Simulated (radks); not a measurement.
Values are calculated unless marked as measured or tabulated.
Species: Os. Configuration: [Xe] 4f14 5d5 6s1 6p2 (not the ground configuration).

Code: a radial shooting solver on a logarithmic mesh with Libxc functionals. Model: Dirac Kohn-Sham, LDA (Slater exchange, Perdew-Wang correlation), spin-unpolarised, spherical densities, finite nucleus; open shells are shared between the two j in proportion to 2j + 1; Fermi nuclear charge, rms radius 5.4126 fm.

Energy parts (Ry):
part                       energy
total                 -34536.6140
kinetic                39172.0586
electron-nucleus      -86503.3422
Hartree                13455.8107
exchange-correlation    -661.1411

Orbitals (lengths in bohr, moments of r in powers of bohr; r(90%) holds 90 % of the orbital's charge):
orbital      occ.  eigenvalue (Ry)      <r>  r(90%)
1s1/2           2        -5415.430  0.01775  0.0324
2s1/2           2        -943.0075  0.07431   0.116
2p1/2           2        -903.4003  0.06132   0.102
2p3/2           4        -790.9866  0.06951   0.113
3s1/2           2        -219.7475   0.1936   0.285
3p1/2           2        -201.9327   0.1836   0.276
3p3/2           4        -177.4249   0.1987   0.297
3d3/2           4        -147.3824   0.1735   0.270
3d5/2           6        -142.0686   0.1781   0.276
4s1/2           2        -46.67210   0.4320   0.621
4p1/2           2        -39.18842   0.4358   0.634
4p3/2           4        -33.41378   0.4697   0.683
4d3/2           4        -21.08678   0.4827   0.723
4d5/2           6        -20.01696   0.4941   0.740
5s1/2           2         -7.16761    1.004    1.44
5p1/2           2         -4.84087    1.094    1.59
4f5/2           6         -4.39537   0.5521   0.901
4f7/2           8         -4.18876   0.5602   0.915
5p3/2           4         -3.92231    1.193    1.74
5d3/2           2         -0.87746    1.665    2.58
5d5/2           3         -0.79060    1.727    2.69
6s1/2           1         -0.68067    2.760    4.06
6p1/2    0.666667         -0.28425    3.591    5.44
6p3/2     1.33333         -0.21873    4.024    6.10

The highest occupied level is 6p3/2 at -2.976 eV. The electron density at the nucleus is 1.668e+06 e/bohr^3.
